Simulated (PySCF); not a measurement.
Work out the structure from these simulated measurements.

Elements present: C, H, N, P and Si. Monoisotopic mass: 192.9784 u.

* Rotational structure: rotational constants A, B, C: 0.812, 0.691, 0.603 GHz [GFN2-xTB]
* 1H NMR: chemical shifts (computed TMS as zero) by class: 4.73 (6 H), 3.57 (3 H), 2.42 (1 H), 1.50 (2 H) ppm [GIAO PBE0/pcSseg-1]
* Dipole: 0.59 D [PBE0/pcSseg-1]
* NMR, other nuclei: isotropic shieldings of nuclei other than C and H, by class: 270 (1 N), 369 (1 Si), 399 (2 Si), 459 (1 Si), 578 (1 P) ppm [GIAO PBE0/pcSseg-1]
* 13C NMR: chemical shifts (computed TMS as zero) by class: 107.7 (1 C), 91.5 (1 C) ppm [GIAO PBE0/pcSseg-1]

Gas-phase values; electronic properties from PySCF, density fitting. Levels stand in brackets. Isolated species at its GFN2-xTB geometry (one conformer only). Each NMR value is the plain mean over a class of atoms that symmetry, rotation or inversion makes alike.

Question: Which formula fits the mass and the elements?

Answer: C2H12NPSi4 (calculated 192.9784). No other formula that holds each of these elements comes within 0.0003 u with a fitting electron parity and a possible valence count.

Question: Give a SMILES that accounts for the data.

Answer: Numbering: `[CH:1]#[C:2][Si@:3]([SiH3:4])([PH2:5])[N:6]([SiH3:7])[SiH3:8]`. 2 carbons fall into 2 classes; from least to most shielded: terminal alkyne carbon [C1] (107.7 ppm), alkyne carbon [C2] (91.5 ppm). Hydrogen classes from least to most shielded: 6 H on 2 SiH3 silicons, Si7/Si8 (4.73 ppm), 3 H on an SiH3 silicon, Si4 (3.57 ppm, a mean of values up to 0.5 ppm apart in this geometry), 1 H on a terminal alkyne carbon, C1 (2.42 ppm), 2 H on a three-coordinate phosphorus, P5 (1.50 ppm). The other shieldings belong to: 270 ppm, nitrogen bridging silicon atoms [N6]; 369 ppm, four-coordinate silicon [Si3]; 399 ppm, SiH3 silicon [Si7/Si8]; 459 ppm, SiH3 silicon [Si4]; 578 ppm, three-coordinate phosphorus [P5]. The optimised geometry has point group C1 and is an asymmetric top. Structure: `C#C[Si@]([SiH3])(P)N([SiH3])[SiH3]`. The assignments are read from this structure; whether some other isomer fits the data as well wasn't checked. The mirror image fits equally.

Conformer computed: `[CH:1]#[C:2][Si@:3]([SiH3:4])([PH2:5])[N:6]([SiH3:7])[SiH3:8]`: C2–Si3–N6–Si7 -44°, H–P5–Si3–C2 58°, H–P5–Si3–C2 150°.
